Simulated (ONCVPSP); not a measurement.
**Which change was made? (Fe, ONCV)**

- Element: iron
- Generator: ONCVPSP 4.0.1
- Type: optimised norm-conserving Vanderbilt (ONCV)
- Functional: PBEsol
- Relativity: scalar-relativistic
- Frozen core: [Ne]
- Valence charge: 16
- Reference configuration: 3s2 3p6 3d6 4s2
- Partial waves: 3s+4s: rc 1.10 bohr, ncon 4, nbas 8, qcut 9.1 1/bohr, 2 projectors; 3p: rc 1.40 bohr, ncon 4, nbas 9, qcut 8.9 1/bohr, 2 projectors, debl 1 Ha; 3d: rc 1.15 bohr, ncon 4, nbas 9, qcut 11.2 1/bohr, 1 projector
- Local potential: polynomial inside 0.80 bohr (lpopt 5, dvloc0 0 Ha)
- Core correction: Teter function, fcfact 1.75, rcfact 1.5

In the p channel the program set the typed energies aside and used -2.202, 0.250 Ha.

Cutoffs, loose and tight: the cutoffs (Ha) at which the residual kinetic energy of the hardest occupied pseudo-wave falls to 1 and 0.1 mHa per electron. They do not see the model core or the augmentation charge, which bear on the density cutoff. Test errors are all-electron minus pseudo excitation energies from the reference, over the configurations 3s2 3p6 3d6 4s1; 3s2 3p6 3d6 4s0; 3s2 3p6 3d5 4s0; 3s2 3p6 3d4 4s0; variants that change the core or the reference have their own tests.

The base gives: outcome: generated, projector energies reset by the program; cutoff, loose: 58 Ha; cutoff, tight: 112 Ha; bound ghosts: none; GHOST(+) flags above zero: none; largest test error (meV): +37.

(1) After one change the result is: outcome: generated, projector energies reset by the program; cutoff, loose: 77 Ha; cutoff, tight: 88 Ha; bound ghosts: none; GHOST(+) flags above zero: none; largest test error (meV): +13. Which change was it?
A. d: qcut 14.8
B. d: qcut 16.3
C. d: qcut 13
D. d: qcut 9

Results:

(1) A. The others give: d: qcut 13 → outcome: generated, projector energies reset by the program; cutoff, loose: 67 Ha; cutoff, tight: 76 Ha; bound ghosts: none; GHOST(+) flags above zero: none; largest test error (meV): +22 | d: qcut 16.3 → outcome: generated, projector energies reset by the program; cutoff, loose: 84 Ha; cutoff, tight: 98 Ha; bound ghosts: none; GHOST(+) flags above zero: none; largest test error (meV): +7.5 | d: qcut 9 → outcome: generated, projector energies reset by the program; cutoff, loose: 206 Ha; cutoff, tight: 244 Ha; bound ghosts: none; GHOST(+) flags above zero: none; largest test error (meV): +70.
